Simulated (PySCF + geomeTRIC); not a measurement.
Species: CH$_{6}$BN, SMILES `BNC` (H–B–N–C torsion 180°) (charge 0, multiplicity 1).

Q: Give a relaxed geometry from M06-2X/def2-TZVP run with PySCF + geomeTRIC.

A: One answer among several that fit: the end point of this relaxation, one of several conformers (outside a Z-matrix the atoms follow the SMILES, hydrogens last).
Bond lengths (Å): B1–N2 1.385, B1–H4 1.191, B1–H5 1.193, N2–C3 1.451, N2–H6 1.009, C3–H7 1.088, C3–H8 1.092, C3–H9 1.092. Bond angles (°): N2–B1–H4 118.9, N2–B1–H5 118.8, H4–B1–H5 122.3, B1–N2–C3 126.7, B1–N2–H6 119.4, C3–N2–H6 113.9, N2–C3–H7 108.7, N2–C3–H8 111.4, N2–C3–H9 111.4, H7–C3–H8 108.5, H7–C3–H9 108.5, H8–C3–H9 108.3.
